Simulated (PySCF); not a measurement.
TeHCl, SMILES Cl[TeH].

Coordinates come from a B3LYP-D3(BJ)/def2-TZVP optimisation. The def2 effective core potentials stand for the cores of Te; spin–orbit coupling is left out.

These are PySCF with M06-2X/def2-TZVPD values and carry that method's errors.

Symmetry labels are those of the subgroup Cs that the program uses (full group Cs).

Computed valence orbital energies around the gap with their symmetry:
```
orbital  symmetry  energy (eV)
-------  --------  -----------
HOMO−7         A'       -48.17
HOMO−6         A'       -24.97
HOMO−5         A'       -19.48
HOMO−4         A'       -12.60
HOMO−3         A'       -11.58
HOMO−2         A"       -11.08
HOMO−1         A'       -10.21
HOMO           A"        -7.84
LUMO           A'        -1.79
LUMO+1         A'        -0.14
LUMO+2         A'         0.42
LUMO+3         A"         0.59
```
